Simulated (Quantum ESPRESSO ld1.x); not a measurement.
Results of a calculation; reference values are marked as such.
All-electron atom: Si+ in [Ne] 3s2 3p1. Code: ld1.x of Quantum ESPRESSO 7.5. Model: scalar-relativistic Kohn-Sham, exchange-only LDA, spin-polarised, spherical densities, point nucleus; open shells are filled with parallel spins first.

Normalised radial functions P(r) = r R(r), r in bohr:

r	2s down	4s up
0.01209	0.2767	0.0338
0.01587	0.3432	0.0419
0.02084	0.4180	0.0510
0.02735	0.4965	0.0605
0.0359	0.5699	0.0694
0.04712	0.6227	0.0757
0.06185	0.6325	0.0765
0.08118	0.5700	0.0682
0.1057	0.4114	0.0478
0.1388	0.1277	0.0118
0.1821	-0.2692	-0.0378
0.2391	-0.7234	-0.0923
0.3138	-1.1278	-0.1346
0.4119	-1.3548	-0.1423
0.5406	-1.3208	-0.0968
0.7096	-1.0469	0.0034
0.924	-0.6708	0.1291
1.213	-0.3247	0.2362
1.592	-0.1129	0.2562
2.09	-0.0259	0.1425
2.743	-0.0035	-0.0887
3.6	-0.0002	-0.3392
4.725	0.0000	-0.4757
6.202	0.0000	-0.4325
8.076	0.0000	-0.2771
10.6	0.0000	-0.1191
13.91	0.0000	-0.0322
18.26	0.0000	-0.0048

2s down: eigenvalue -146.28 eV, 1 radial node at r = 0.153 bohr, <r> = 0.571 bohr, 90 % of the charge inside 0.900 bohr. 4s up (empty): eigenvalue -4.177 eV, 3 radial nodes at r = 0.149, 0.704, 2.50 bohr, <r> = 5.65 bohr, 90 % of the charge inside 8.28 bohr.
